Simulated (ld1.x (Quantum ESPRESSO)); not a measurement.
Which change was made? (Pt, TM)

ld1.x (Quantum ESPRESSO) 7.5 input, shortened:

```
&input
   title='Pt', zed=78., rel=2, dft='PBE', iswitch=3,
   config='[Xe] 4f14 5d8.5 6s0 6p0', rel_dist='average'
 /
 &inputp
   pseudotype=2, tm=.true., lloc=2,
   nlcc=.false.
 /
3
6S  1  0   0.00   0.00  2.25  2.25  0.0
6P  2  1   0.00   0.00  2.75  2.75  0.0
5D  3  2   8.50   0.00  2.05  2.05  0.0
 &test
   configts(1)='5d8.5 6s0 6p0'
 /
```

Open shells are filled in proportion to 2j + 1 (rel_dist='average').

Cutoffs, loose and tight: the cutoffs (Ry, on a coarse ladder) from which the occupation-weighted sum of valence levels, in a spherical-Bessel basis at the reference potential, stays within 10 and 1 mRy of its value at 400 Ry. They do not see the model core or the augmentation charge, which bear on the density cutoff. Test errors are all-electron minus pseudo excitation energies from the reference, over the configurations 5d9 6s1 6p0; 5d9 6s0 6p0; 5d8 6s0 6p0; 5d8 6s1 6p1; 5d9.5 6s0.5 6p0; 5d6 6s0 6p0; 5d8 6s1 6p0; variants that change the core or the reference have their own tests. The largest error is taken over the tests solved by every variant that gives reliable tests at all, those not shown here included: 5d6 6s0 6p0; 5d8 6s0 6p0; 5d8 6s1 6p0; 5d9 6s0 6p0; 5d9 6s1 6p0; 5d9.5 6s0.5 6p0.

The base gives: outcome: generated, misses its reference levels by 0.88 eV; cutoff, loose: 40 Ry; cutoff, tight: 50 Ry; bound ghosts: s, p3/2, p1/2; largest test error (meV): -150.

(1) After one change the result is: outcome: generated; cutoff, loose: 40 Ry; cutoff, tight: 50 Ry; bound ghosts: s, p; largest test error (meV): -206. Which change was it?
A. type PAW; waves now 6s (bound): rcut 1.95, rcutus 2.25 bohr; 6s channel at 1.6 Ry: rcut 1.95, rcutus 2.25 bohr; 6p (bound): rcut 2.40, rcutus 2.75 bohr; 6p channel at 0.3 Ry: rcut 2.40, rcutus 2.75 bohr; 5d (bound): rcut 1.80, rcutus 2.05 bohr; 5d channel at -0.1 Ry: rcut 1.80, rcutus 2.05 bohr; local potential all-electron potential smoothed inside 2.20 bohr (lloc = -1); core correction a·sin(br)/r model core, default radius (ld1.x builds one for every PAW set, though the input has nlcc=.false.); augmentation BESSEL, radius 1.75 bohr
B. scalar-relativistic
C. reference 5d9 6s1 6p0

## Answers

(1) B. The others give: reference 5d9 6s1 6p0 → outcome: generated, misses its reference levels by 0.82 eV; cutoff, loose: 40 Ry; cutoff, tight: 50 Ry; bound ghosts: s, p3/2, p1/2; largest test error (meV): -111 over the solved tests; 1 of 7 tests not solved or not reliable | type PAW; waves now 6s (bound): rcut 1.95, rcutus 2.25 bohr; 6s channel at 1.6 Ry: rcut 1.95, rcutus 2.25 bohr; 6p (bound): rcut 2.40, rcutus 2.75 bohr; 6p channel at 0.3 Ry: rcut 2.40, rcutus 2.75 bohr; 5d (bound): rcut 1.80, rcutus 2.05 bohr; 5d channel at -0.1 Ry: rcut 1.80, rcutus 2.05 bohr; local potential all-electron potential smoothed inside 2.20 bohr (lloc = -1); core correction a·sin(br)/r model core, default radius (ld1.x builds one for every PAW set, though the input has nlcc=.false.); augmentation BESSEL, radius 1.75 bohr → outcome: generated; bound ghosts: not determined; largest test error (meV): -641.
